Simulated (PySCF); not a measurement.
**PBE beside CCSD(T) along the fifth-period p block: bonds to Cl**

PBE and CCSD(T) in PySCF with x2c-SVPall on every atom, spin-free X2C, for the lowest determinant that a PBE0 search found; no spin–orbit coupling.

| molecule | state (unpaired electrons) | PBE Re (Å) | PBE ωe (cm⁻¹) | PBE De (eV) | CCSD(T) Re (Å) | CCSD(T) ωe (cm⁻¹) | CCSD(T) De (eV) |
| --- | --- | --- | --- | --- | --- | --- | --- |
| SnCl | doublet (π ↑) | 2.406 | 347 | 4.08 | 2.396 | 360 | 3.34 |
| SbCl | triplet (π ↑↑) | 2.390 | 358 | 3.31 | 2.395 | 359 | 2.40 |
| TeCl | doublet (π ↑) | 2.373 | 367 | 2.94 | ? | ? | ? |
| ICl | singlet (closed shell) | 2.388 | 360 | 2.48 | 2.401 | 354 | 1.77 |

**Question.** Estimate the CCSD(T) values of TeCl by adding the mean shift from PBE to CCSD(T) of the other rows, and compare with the calculation.

**Answer.** The mean shifts are +0.3 pm, +3 cm⁻¹ and -0.79 eV, which give 2.376 Å, 370 cm⁻¹ and 2.15 eV. CCSD(T)/x2c-SVPall gives Re = 2.382 Å, ωe = 364 cm⁻¹, De = 2.07 eV.

**Question.** What are the mean differences of PBE from CCSD(T) over the whole series?

**Answer.** Re -0.4 pm, ωe -1 cm⁻¹, De +0.81 eV.

In a basis of this size CCSD(T) is itself not converged; it tends to give bonds that are too long and too weak.

Correlated steps freeze 23 core orbitals. Correlated levels converge slowly with the basis: in double zeta they bind strong bonds too weakly, by up to about 1 eV, and carry superposition errors of some tenths. Spin–orbit coupling is left out, which matters for elements this heavy, above all for dissociation energies. Where the molecule has an RHF reference, its open-shell atoms are computed with UHF. States were picked by a PBE0 search and need not be the measured ground states.
